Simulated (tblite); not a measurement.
Species: C3H4NO3S (charge -1).
Bonds: N1–C2 (triple), C2–C3, C3–C4, C4–S5, S5–O6 (double), S5–O7 (double), S5–O8. Hydrogens: H9, H10 on C3; H11, H12 on C4.
Bond orders are those of one Lewis drawing.

Computed with GFN2-xTB (tblite), gas phase: Langevin dynamics at 200 K from the optimised GFN2-xTB geometry, time step 0.5 fs, friction 0.01 fs⁻¹, 2000 steps.

Start geometry:
```
atom  x, y, z in Å
N1      3.350   -0.357   -0.132
C2      2.237   -0.149   -0.320
C3      0.843    0.095   -0.517
C4     -0.009   -0.261    0.681
S5     -1.696    0.178    0.070
O6     -1.588    1.603   -0.238
O7     -2.603   -0.132    1.167
O8     -1.863   -0.669   -1.109
H9      0.466   -0.484   -1.367
H10     0.663    1.153   -0.739
H11    -0.001   -1.319    0.920
H12     0.202    0.341    1.558
```

The statistics below take the 31 frames saved every 25 fs from 250 to 1000 fs; their kinetic temperature (all 3N coordinates) averages 230 K.

Task: Give the mean, spread and extremes of the bond lengths.

Result: 
| bond | start (Å) | mean (Å) | standard deviation (Å) | shortest (Å) | longest (Å) |
| --- | --- | --- | --- | --- | --- |
| N1≡C2 | 1.148 | 1.150 | 0.014 | 1.121 | 1.178 |
| C2–C3 | 1.429 | 1.433 | 0.022 | 1.361 | 1.465 |
| C3–C4 | 1.513 | 1.518 | 0.028 | 1.467 | 1.586 |
| C4–S5 | 1.847 | 1.851 | 0.037 | 1.779 | 1.935 |
| S5=O6 | 1.461 | 1.463 | 0.019 | 1.432 | 1.501 |
| S5=O7 | 1.457 | 1.463 | 0.023 | 1.410 | 1.500 |
| S5–O8 | 1.461 | 1.464 | 0.017 | 1.430 | 1.499 |
| C3–H9 | 1.095 | 1.095 | 0.031 | 1.033 | 1.146 |
| C3–H10 | 1.095 | 1.099 | 0.026 | 1.048 | 1.166 |
| C4–H11 | 1.085 | 1.089 | 0.024 | 1.042 | 1.128 |
| C4–H12 | 1.085 | 1.086 | 0.021 | 1.054 | 1.150 |

Task: Give the same statistics for bond angles, one of each kind among heavy atoms.

Result: 
```tsv
angle	start (°)	mean (°)	standard deviation (°)	smallest (°)	largest (°)
N1–C2–C3	178.4	174.1	3.7	164.3	179.3
C2–C3–C4	113.6	112.4	4.1	102.5	121.6
C3–C4–S5	101.3	103.4	3.3	96.7	113.9
C4–S5–O6	103.5	103.9	3.4	96.2	110.3
C4–S5–O7	105.6	104.8	3.4	99.1	112.1
O6–S5–O7	114.3	114.2	3.3	107.3	124.8
```

Task: How far does each atom move about its mean position (frames aligned on the start, all atoms weighted alike), and what rms force does it feel?

Result: 
```tsv
atom	rms displacement (Å)	rms force (eV/Å)
N1	0.38	1.81
C2	0.15	1.91
C3	0.16	1.69
C4	0.11	1.53
S5	0.11	1.84
O6	0.26	1.00
O7	0.18	1.31
O8	0.28	1.01
H9	0.35	1.00
H10	0.33	0.81
H11	0.20	0.86
H12	0.19	0.77
```

The displacements run from 0.11 to 0.38 Å, the largest at N1.

Task: Follow the torsions C2–C3–C4–S5 and C3–C4–S5–O6 through every second one of these frames.

Result: 
| t (fs) | C2–C3–C4–S5 (°) | C3–C4–S5–O6 (°) |
| --- | --- | --- |
| 250 | 168 | -61 |
| 300 | 160 | -54 |
| 350 | 143 | -57 |
| 400 | 135 | -65 |
| 450 | 141 | -74 |
| 500 | 157 | -68 |
| 550 | 175 | -56 |
| 600 | -170 | -46 |
| 650 | -159 | -47 |
| 700 | -174 | -66 |
| 750 | -177 | -70 |
| 800 | 175 | -62 |
| 850 | 173 | -58 |
| 900 | 162 | -49 |
| 950 | 171 | -43 |
| 1000 | 174 | -45 |

Largest departure from the start value over all these frames: C2–C3–C4–S5 47° (start 180°), C3–C4–S5–O6 16° (start -59°).

Task: How widely does the potential energy scatter, against a harmonic estimate?

Result: Mean 0.32 eV above the start, standard deviation 0.093 eV, range 0.13 to 0.48 eV. For 30 classical harmonic modes at 200 K the canonical values are 30kT/2 = 0.26 eV and kT·√(30/2) = 0.067 eV.

The run is classical and short, so these are rough statistics of one trajectory.

What follows is the cost of the whole dynamics run. Time: 16 s; peak memory 0.18 GiB. Hardware: one thread, Arm Neoverse N1 (aarch64), no GPU, on a shared host.
